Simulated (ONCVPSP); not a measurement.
# Which setting gave this result? (ytterbium, ONCV)

Base potential:

Yb, optimised norm-conserving Vanderbilt (ONCV), made with ONCVPSP 4.0.1 (PBE, scalar-relativistic). Core [Xe] 4f13, reference 5d1 6s2. Waves: 6s: rc 3.00 bohr, ncon 4, nbas 8, qcut 1.7 1/bohr, 3 projectors, debl 2.7 Ha; p scattering state at 0.03 Ha: rc 2.75 bohr, ncon 3, nbas 6, qcut 2.4 1/bohr, 2 projectors, debl 1.5 Ha; 5d: rc 2.50 bohr, ncon 4, nbas 9, qcut 5.5 1/bohr, 2 projectors, debl 2.9 Ha. Local part: polynomial inside 1.90 bohr (lpopt 5, dvloc0 0 Ha). Core correction: none.

Cutoffs, loose and tight: the cutoffs (Ha) at which the residual kinetic energy of the hardest occupied pseudo-wave falls to 1 and 0.1 mHa per electron. They do not see the model core or the augmentation charge, which bear on the density cutoff. Test errors are all-electron minus pseudo excitation energies from the reference, over the configurations 5d1 6s1; 5d1 6s0; 5d1 6s1.5; 5d2 6s0; variants that change the core or the reference have their own tests.

Only the s radius is moved (2 further runs of the sweep failed or gave no value and are left out):

```
s radius (bohr)  cutoff, loose  cutoff, tight  bound ghosts  largest test error (meV)  median size of the test errors
            2.7         9.7 Ha          18 Ha          none                      +201                        80.7 meV
           2.88         9.7 Ha          18 Ha          none                      +195                        80.2 meV
           3.48         9.7 Ha          13 Ha          none                      +148                        72.4 meV
           3.74         9.7 Ha          12 Ha          none                      +144                        55.5 meV
           4.02         9.7 Ha          12 Ha          none                      +141                        45.2 meV
           4.42         9.7 Ha          12 Ha          none                      +136                        37.7 meV
```

Q: One more run gave cutoff, loose: 9.7 Ha; cutoff, tight: 14 Ha; bound ghosts: none; largest test error (meV): +164; median size of the test errors: 77.8 meV. Which value of the s radius was used?

A: 3.28 bohr. The median size of the test errors moves one way along this sweep, from 80.7 meV at 2.7 to 37.7 meV at 4.42 bohr, which places the run between 2.88 and 3.48 bohr.
